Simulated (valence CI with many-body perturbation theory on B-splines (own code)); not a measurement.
## Level structure of La50+

Method: relativistic CI+MBPT: five valence electrons over a frozen Dirac-Fock core [He], radial functions for each j: 11 s, 11 p, 10 d, 8 f, 5 g, 2 h, with the one-electron correlation potential Σ1, the two-electron term Σ2, the three-electron term Σ3, Breit, model QED; selected CI, second order for the rest, scaled by the run's own slope (own B-spline code, finite nucleus).

The last digits are not significant, and no measured levels were compared; by estimate large intervals hold to a few tenths of a per cent, small ones and those within an open d or f shell to about a per cent. Among the levels kept, up to 7200 cm⁻¹ of a level comes from second order outside the variational space, and about a tenth of that is noise between levels of different J, which matters for small intervals.

Levels 1 to 45 of 197, with energies above the lowest level, (2s^2 2p1/2^2 2p3/2) J=3/2. "Leading %" is the weight of the configuration and term that name the level; weights of strongly mixed levels are sums over their largest components and can fall short. In the jj column 3d3/2^4 stands for four electrons in 3d with j = 3/2. Lifetimes count E1, E2, E3, M1 and M2 decay at the calculated energies, and are blank where another channel may lead or the interval is too uncertain; long ones can be off by a factor of two.

| No. | Configuration | Term | J | E (Ry) | Leading % | Leading jj | Lifetime | g |
| --- | --- | --- | --- | --- | --- | --- | --- | --- |
| 1 | 2s2.2p3 | 2P° | 3/2 | 0.00 | 47 | 2s^2 2p1/2^2 2p3/2 (100 %) |  | 1.349 |
| 2 | 2s2.2p3 | 4S° | 3/2 | 30.43 | 55 | 2s^2 2p1/2 2p3/2^2 (100 %) | 1.41 ns | 1.441 |
| 3 | 2s2.2p3 | 2D° | 5/2 | 31.96 | 100 | 2s^2 2p1/2 2p3/2^2 (100 %) | 8.23 ns | 1.178 |
| 4 | 2s2.2p3 | 2P° | 1/2 | 34.46 | 100 | 2s^2 2p1/2 2p3/2^2 (100 %) | 2.22 ns | 0.638 |
| 5 | 2s.2p4 | 4P | 5/2 | 47.71 | 74 | 2s 2p1/2^2 2p3/2^2 (99 %) | 3.19 ps | 1.474 |
| 6 | 2s.2p4 | 2S | 1/2 | 53.16 | 62 | 2s 2p1/2^2 2p3/2^2 (99 %) | 809 fs | 2.074 |
| 7 | 2s.2p4 | 2P | 3/2 | 53.27 | 46 | 2s 2p1/2^2 2p3/2^2 (99 %) | 466 fs | 1.194 |
| 8 | 2s2.2p3 | 2P° | 3/2 | 64.99 | 52 | 2s^2 2p3/2^3 (99 %) | 512 ps | 1.285 |
| 9 | 2s.2p4 | 4P | 3/2 | 79.69 | 81 | 2s 2p1/2 2p3/2^3 (99 %) | 955 fs | 1.566 |
| 10 | 2s.2p4 | 2D | 5/2 | 82.20 | 74 | 2s 2p1/2 2p3/2^3 (99 %) | 947 fs | 1.283 |
| 11 | 2s.2p4 | 2P | 1/2 | 85.18 | 62 | 2s 2p1/2 2p3/2^3 (98 %) | 363 fs | 1.403 |
| 12 | 2s.2p4 | 2D | 3/2 | 85.97 | 50 | 2s 2p1/2 2p3/2^3 (99 %) | 360 fs | 1.046 |
| 13 | 2p5 | 2P° | 3/2 | 105.07 | 99 | 2p1/2^2 2p3/2^3 (99 %) | 319 fs | 1.314 |
| 14 | 2s.2p4 | 2S | 1/2 | 116.87 | 36 | 2s 2p3/2^4 (98 %) | 416 fs | 1.792 |
| 15 | 2p5 | 2P° | 1/2 | 137.14 | 100 | 2p1/2 2p3/2^4 (100 %) | 238 fs | 0.638 |
| 16 | 2s2.2p2.3s | 4P | 1/2 | 377.09 | 48 | 2s^2 2p1/2^2 3s (99 %) | 16.0 fs | 2.012 |
| 17 | 2s2.2p2.3p | 2P° | 1/2 | 382.32 | 44 | 2s^2 2p1/2^2 3p1/2 (99 %) | 1.49 ps | 0.655 |
| 18 | 2s2.2p2.3p | 2P° | 3/2 | 392.30 | 32 | 2s^2 2p1/2^2 3p3/2 (99 %) | 1.51 ps | 1.329 |
| 19 | 2s2.2p2.3d | 2D | 3/2 | 397.28 | 41 | 2s^2 2p1/2^2 3d3/2 (100 %) | 11.6 fs | 0.785 |
| 20 | 2s2.2p2.3d | 2D | 5/2 | 400.48 | 34 | 2s^2 2p1/2^2 3d5/2 (99 %) | 2.19 fs | 1.195 |
| 21 | 2s2.2p2.3s | 4P | 3/2 | 408.06 | 88 | 2s^2 2p1/2 2p3/2 3s (99 %) | 22.7 fs | 1.666 |
| 22 | 2s2.2p2.3s | 2P | 1/2 | 408.62 | 67 | 2s^2 2p1/2 2p3/2 3s (100 %) | 10.7 fs | 1.299 |
| 23 | 2s2.2p2.3s | 2D | 5/2 | 409.35 | 62 | 2s^2 2p1/2 2p3/2 3s (99 %) | 22.5 fs | 1.328 |
| 24 | 2s2.2p2.3s | 2D | 3/2 | 409.70 | 63 | 2s^2 2p1/2 2p3/2 3s (99 %) | 11.4 fs | 0.977 |
| 25 | 2s2.2p2.3p | 4P° | 1/2 | 413.25 | 47 | 2s^2 2p1/2 2p3/2 3p1/2 (99 %) | 2.05 ps | 1.724 |
| 26 | 2s2.2p2.3p | 4D° | 3/2 | 413.66 | 56 | 2s^2 2p1/2 2p3/2 3p1/2 (99 %) | 2.05 ps | 1.140 |
| 27 | 2s2.2p2.3p | 2F° | 5/2 | 414.57 | 47 | 2s^2 2p1/2 2p3/2 3p1/2 (99 %) | 1.51 ps | 1.071 |
| 28 | 2s2.2p2.3p | 2P° | 3/2 | 416.54 | 42 | 2s^2 2p1/2 2p3/2 3p1/2 (98 %) | 566 fs | 1.333 |
| 29 | 2s2.2p2.3p | 4D° | 5/2 | 421.86 | 28 | 2s^2 2p1/2 2p3/2 3p3/2 (57 %) | 77.9 fs | 1.506 |
| 30 | 2s2.2p2.3p | 2P° | 1/2 | 422.89 | 34 | 2s^2 2p1/2 2p3/2 3p3/2 (98 %) | 664 fs | 1.609 |
| 31 | 2s2.2p2.3p | 2D° | 3/2 | 423.37 | 52 | 2s^2 2p1/2 2p3/2 3p3/2 (99 %) | 1.35 ps | 1.155 |
| 32 | 2s.2p3.3s | 4S° | 3/2 | 423.69 | 15 | 2s^2 2p1/2 2p3/2 3p3/2 (50 %) | 24.1 fs | 1.442 |
| 33 | 2s2.2p2.3p | 4D° | 5/2 | 423.79 | 28 | 2s 2p1/2^2 2p3/2 3s (51 %) | 57.4 fs | 1.513 |
| 34 | 2s2.2p2.3p | 2F° | 7/2 | 423.89 | 62 | 2s^2 2p1/2 2p3/2 3p3/2 (100 %) | 1.50 ps | 1.233 |
| 35 | 2s2.2p2.3p | 2D° | 5/2 | 425.47 | 58 | 2s^2 2p1/2 2p3/2 3p3/2 (94 %) | 575 fs | 1.221 |
| 36 | 2s.2p3.3s | 2P° | 3/2 | 425.49 | 21 | 2s 2p1/2^2 2p3/2 3s (53 %) | 26.7 fs | 1.439 |
| 37 | 2s2.2p2.3p | 2P° | 1/2 | 426.14 | 76 | 2s^2 2p1/2 2p3/2 3p3/2 (87 %) | 77.0 fs | 0.655 |
| 38 | 2s2.2p2.3d | 4F | 3/2 | 428.27 | 35 | 2s^2 2p1/2 2p3/2 3d3/2 (82 %) | 4.39 fs | 1.075 |
| 39 | 2s2.2p2.3d | 4F | 5/2 | 428.37 | 41 | 2s^2 2p1/2 2p3/2 3d3/2 (69 %) | 4.25 fs | 1.115 |
| 40 | 2s2.2p2.3d | 4D | 1/2 | 428.64 | 79 | 2s^2 2p1/2 2p3/2 3d3/2 (100 %) | 12.0 fs | 0.238 |
| 41 | 2s.2p3.3s | 2P° | 1/2 | 428.68 | 38 | 2s 2p1/2^2 2p3/2 3s (85 %) | 15.1 fs | 0.785 |
| 42 | 2s.2p3.3p | 6P | 3/2 | 428.73 | 21 | 2s 2p1/2^2 2p3/2 3p1/2 (78 %) | 19.0 fs | 1.561 |
| 43 | 2s2.2p2.3d | 2F | 5/2 | 428.76 | 19 | 2s 2p1/2^2 2p3/2 3p1/2 (57 %) | 6.42 fs | 1.201 |
| 44 | 2s.2p3.3s | 2P° | 3/2 | 428.79 | 32 | 2s 2p1/2^2 2p3/2 3s (95 %) | 28.1 fs | 1.375 |
| 45 | 2s2.2p2.3d | 2G | 7/2 | 429.52 | 48 | 2s^2 2p1/2 2p3/2 3d3/2 (95 %) | 1.38 ps | 1.034 |

The ionisation energy to 2s2.2p2 3P_0 of the next ion comes out as 9436.7 eV (NIST: 9437 ± 4 eV (theoretical)). All 197 levels together are meant to be complete up to 494.80 Ry.
